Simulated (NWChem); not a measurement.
A series in which one site is exchanged, each optimised at PBE0/def2-SVP with NWChem, gas phase unless a solvent is named. For some, no frequency run checked for a minimum. def2 effective core potentials on I, Au; no spin-orbit coupling.

A: [NH3]->[AuH] (AuNH₄; site = H)
B: [NH3]->[Au][I] (AuNH3I; site = I)
C: [NH3]->[Au][Cl] (AuNH₃Cl; site = Cl)
D: [NH3]->[Au][F] (AuNH3F; site = F)

Problem. Rank them by orbital gap (eV), PBE0/def2-SVP, lowest first.

Solution. B (5.30), C (6.15), A (6.53), D (6.75)
